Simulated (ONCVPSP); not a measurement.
**Os: one change to an ONCV potential, before and after**

- Element: Os (Z = 76)
- Generator: ONCVPSP 4.0.1
- Type: optimised norm-conserving Vanderbilt (ONCV)
- Functional: PBE
- Relativity: fully relativistic
- Frozen core: [Kr] 4d10 4f14
- Valence charge: 16
- Reference configuration: 5s2 5p6 5d6 6s0.5 (charge +1.5)
- Partial waves: 5s+6s: rc 1.75 bohr, ncon 3, nbas 7, qcut 7.5 1/bohr, 2 projectors; 5p: rc 1.80 bohr, ncon 3, nbas 6, qcut 9.1 1/bohr, 2 projectors, debl 1 Ha; 5d: rc 1.70 bohr, ncon 4, nbas 8, qcut 6.3 1/bohr, 1 projector
- Local potential: polynomial inside 1.65 bohr (lpopt 3, dvloc0 1 Ha)
- Core correction: Teter function, fcfact 2.75, rcfact 1.75

Open shells are filled in proportion to 2j + 1.

In the p channel the program set the typed energies aside and used -2.204, 0.250 Ha (j = l + 1/2; the other j can differ).

Change: d: qcut 4.1.

Cutoffs: the cutoffs (Ha) at which the residual kinetic energy of the hardest occupied pseudo-wave falls to 1 and 0.1 mHa per electron; they do not see the model core or the augmentation charge, which bear on the density cutoff. Errors are all-electron minus pseudo energies relative to the spin-unpolarised reference configuration.

How do hardness, ghosts and transferability respond?

The potential gets harder (21 Ha and 27 Ha → 72 Ha and 84 Ha); the errors of the 4 common tests hardly move; the range in which the d5/2 phases agree narrows (upper end at the end of the scan → 3.0); neither file shows a bound ghost.

```csv
quantity,base,changed
"cutoff, loose",21 Ha,72 Ha
"cutoff, tight",27 Ha,84 Ha
loose cutoff by channel,"s 18 Ha, p 21 Ha, d 17 Ha","s 18 Ha, p 21 Ha, d 72 Ha"
bound ghosts,none,none
GHOST(+) flags under 300 eV,none,none
"error for 5s2 5p6 5d6 6s2, meV [ΔE -17.09 eV]",-13,-13
"error for 5s2 5p6 5d6 6s1, meV [ΔE -7.50 eV]",-2.1,-2.2
"error for 5s2 5p6 5d6 6s0, meV [ΔE 9.42 eV]",-2.7,-2.9
"error for 5s2 5p6 5d6 6s0 6p2, meV [ΔE -6.74 eV]",-0.6,-0.7
s: phases at 1.78 bohr within 0.05 rad from the reference energy up to (Ha; the scan ends near 5),to the end of the scan,to the end of the scan
p3/2: phases at 1.82 bohr within 0.05 rad from the reference energy up to (Ha; the scan ends near 5),to the end of the scan,to the end of the scan
p1/2: phases at 1.82 bohr within 0.05 rad from the reference energy up to (Ha; the scan ends near 5),to the end of the scan,to the end of the scan
d5/2: phases at 1.73 bohr within 0.05 rad from the reference energy up to (Ha; the scan ends near 5),to the end of the scan,3.0
d3/2: phases at 1.73 bohr within 0.05 rad from the reference energy up to (Ha; the scan ends near 5),3.6,2.7
"rms error of d²Exc/dni dnj with the model core, mHa",2.56,2.61
```

Base: These tests converged, but a pseudo level misses the all-electron one widely, so the file describes the atom poorly there or has found another state: 5s2 5p6 5d6 6s0 6p2: empty 6s by 12.5 eV. Changed file: These tests converged, but a pseudo level misses the all-electron one widely, so the file describes the atom poorly there or has found another state: 5s2 5p6 5d6 6s0 6p2: empty 6s by 12.5 eV.
